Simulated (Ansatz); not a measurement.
(BeF2)n off (charge -1): PBE-D4/def2-TZVPD single points in Ansatz on relaxed structures, gas phase. Each cluster is the lowest isomer that a short search found in that spin, judged at the geometry's level, and lower ones may exist. HOMO and LUMO are taken over both spins. Singlets are spin-restricted. The spins of the ions were chosen, not always searched. The structures are stationary points that may keep the symmetry of their start. Remarks come from the PBE and PBE0 runs and from stability tests at other levels; not every state was tested. A HOMO above zero means that the electron is unbound at that level and held by the basis, or that self-interaction error raises the level; the energy of removing that electron tells which. HOMO above LUMO (over both spins in singlets and doublets, within one spin in higher multiplets; at PBE or PBE0), or a gap under 0.15 eV within one spin, warns that the state may not be the lowest or that an electron is smeared out.

(1) Estimate the order by vertical IE (eV), lowest first.
A. BeF3⁻ (singlet)
B. BeF2⁻ (doublet; oxidised ion singlet)
C. Be2F5⁻ (singlet)

(1) B (0.74), A (5.90), C (6.87).

In full:

| species | atoms | state | geometry | HOMO (eV) | vertical IE (eV) | lowest of the spins relaxed | point group (within 0.1 Å) | remarks |
| --- | --- | --- | --- | --- | --- | --- | --- | --- |
| BeF2⁻ | 3 | doublet; oxidised ion singlet | PBE-D4/def2-TZVPD | 1.80 | 0.74 | doublet, of doublet/quartet | C2v | HOMO above zero at PBE or PBE0, HOMO above zero (quartet) |
| BeF3⁻ | 4 | singlet | r2SCAN-D4/def2-TZVPD | -2.07 | 5.90 | singlet, of singlet/triplet | D3h | HOMO above zero (triplet), HOMO above zero (quintet) |
| Be2F5⁻ | 7 | singlet | PBE-D4/def2-SVPD | -3.89 | 6.87 | – | – | gap within one spin near zero at PBE or PBE0 (neutral doublet) |

The vertical IE (eV) runs from 0.74 (BeF2⁻) to 6.87 (Be2F5⁻).
